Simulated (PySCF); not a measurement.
B(H)(F)(NH2) (BFH3N), SMILES NBF. Geometry: B3LYP-D3(BJ)/def2-TZVP. Other conformers were not sampled.

TDA-M06-2X/def2-SVPD in PySCF 2.14.0 puts the lowest singlet excitations at 7.75, 8.84, 8.91, 9.13, 9.29, 9.66 eV.

Question: What are the lowest excitation roots from ADC(2)/aug-cc-pVDZ (PySCF)? (Estimate from the structure and the level; the computed values follow.)

Answer: 7.10, 8.14, 8.35, 8.77, 8.89, 9.04 eV. S1 differs by -0.65 eV (second minus first; roots are paired by order, and the bases may differ).
